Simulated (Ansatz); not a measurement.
`[NH2][Zr]([F])([Cl])[Cl]`, charge 0, multiplicity 1.

Task: Give a relaxed structure at PBE0-D4/def2-TZVP (Ansatz 0.2.0). (An estimate is asked.)

Result: Computed: 
Cartesian coordinates in Å:
```
N -0.5963 -1.1034 0.1645
Zr 0.4170 0.5878 -0.1567
F 1.8694 0.1281 -1.2730
Cl 1.1190 1.4450 1.9154
Cl -1.0257 2.1452 -1.1639
H -1.4328 -1.1933 0.7269
H -0.3505 -2.0095 -0.2132
```
Point group Cs.
